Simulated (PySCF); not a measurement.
The multiplicity is imposed and other spin states were not computed.

Cartesian coordinates (Å):
```xyz
8

Cu    -0.0676    -0.1496     0.0475
N     -1.2608    -2.7793     0.8816
C     -0.7924    -1.7467     0.5536
H     -1.6610    -3.6606     1.1610
C      0.6994     1.5397    -0.4868
H      1.8072     1.4982    -0.5161
H      0.4231     2.3564     0.2106
H      0.3588     1.8456    -1.4968
```
Charge 0, spin multiplicity 1.

Question: What is the computed HOMO–LUMO gap, total energy, dipole moment, charge on the central atom (meta-Löwdin) and LUMO (PBE-D3(BJ)/def2-TZVP // TPSS-D3(BJ)/def2-SVP (PySCF 2.14.0))?

Answer: 
- HOMO–LUMO gap = 2.83 eV
- total energy = -48259.91 eV
- dipole moment = 6.07 D
- charge on the central atom (meta-Löwdin) = 0.49 e
- LUMO = -2.17 eV
